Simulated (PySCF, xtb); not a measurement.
Be(NH2)(SeH) (BeH3NSe), SMILES [NH2][Be][SeH]. One conformer was computed; it need not be the lowest.

Harmonic wavenumbers (cm⁻¹) from GFN2-xTB (xtb 6.7.1) at its own minimum, in rising order: 135, 169, 216, 380, 433, 494, 620, 1188, 1550, 2160, 3493, 3497.

Task: What does PBE0-D3(BJ)/def2-TZVP (PySCF) give at its own minimum? (Estimate from the structure and the level; the computed values follow.)

Result: 206, 215, 261, 394, 400, 586, 672, 1269, 1571, 2438, 3618, 3701. Paired by order, the mean absolute difference is 89 cm⁻¹ and the zero-point energies are 20.5 and 21.9 kcal/mol.
